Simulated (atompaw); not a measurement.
## What one change does to a pseudopotential (V, PAW (atompaw))

atompaw 4.2.0.5 input, output lines left out:

```
V 23
GGA-PBE scalarrelativistic loggrid 1500 logderivrange -7 5 301
4 4 3 0 0 0
4 0 1.75
4 1 0
3 2 3
0 0 0
c
c
v
v
c
v
v
v
2
2.05 1.55 1.65 1.15
n
n
y
0.2
n
custom rrkj gramschmidtortho besselshape
bessel
1.50
1.85
1.75
2.05
2.05
2.05
```

All-electron outer shells of the reference configuration (PBE, scalar-relativistic, ld1.x):

```csv
shell,level (eV),outermost node (bohr),outermost maximum (bohr)
2s,-604.38,0.09,0.26
2p,-504.90,–,0.21
3s,-71.99,0.38,0.82
3p,-45.80,0.35,0.84
3d,-6.90,–,0.90
4s,-6.17,1.17,2.72
4p,-2.70,1.30,3.50
```

Change: local potential bessel scheme, radius 1.34 bohr.

Cutoffs: the cutoffs (Ry, on a coarse ladder) from which the occupation-weighted sum of valence levels, in a spherical-Bessel basis at the reference potential, stays within 10 and 1 mRy of its value at 400 Ry; they do not see the model core or the augmentation charge, which bear on the density cutoff.

What does the change do?

The potential gets neither clearly harder nor softer (30 Ry and 50 Ry → 30 Ry and 50 Ry); the range in which the p phases agree narrows (upper end at the end of the scan → 1.2); neither file shows a bound ghost.

```csv
quantity,base,changed
"cutoff, loose",30 Ry,30 Ry
"cutoff, tight",50 Ry,50 Ry
bound ghosts,none,none
s: phases at 2.06 bohr within 0.05 rad from the reference energy up to (Ry; the scan ends near 5),to the end of the scan,to the end of the scan
p: phases at 2.06 bohr within 0.05 rad from the reference energy up to (Ry; the scan ends near 5),to the end of the scan,1.2
d: phases at 2.06 bohr within 0.05 rad from the reference energy up to (Ry; the scan ends near 5),2.8,2.9
lowest overlap eigenvalue by channel,"s 0.11, p 0.10, d 0.96","s 0.10, p 0.10, d 0.96"
```

 The cutoffs see the waves, projectors and local potential, not the compensation charge or the core.
